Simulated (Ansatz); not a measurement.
Molecule: sum formula HBO$_{2}$Cl, charge 0, multiplicity 2. It need not be the lowest isomer of its formula. 
Coordinates optimised at B3LYP-D3(BJ)/def2-TZVP (Ansatz, an electronic-structure program):
```
B
O 1 1.3432
O 1 1.3468 2 124.34
H 3 0.9627 1 114.40 2 180.00
Cl 1 1.7888 2 110.84 3 180.00
```
Charge 0, spin multiplicity 2.

Parts of the frozen-core correlation energy in cc-pV(D+d)Z (Ansatz, hartree). Frozen orbitals: 8; correlated occupied orbitals by spin: 12 and 11; virtual: 50 and 51. UHF or UKS for open shells. No spin-orbit coupling. No relativistic terms.

```csv
term,value
reference (HF),-634.61721
MP2 opposite-spin,___
MP2 same-spin,___
CCSD correlation,-0.57148
(T),___
T1 diagnostic,0.018
largest doubles amplitude,0.034
<S^2> of the reference,0.757
```

### Question
Complete the blanks.

### Answer

- MP2 opposite-spin, value: -0.39334
- MP2 same-spin, value: -0.14560
- (T), value: -0.01386
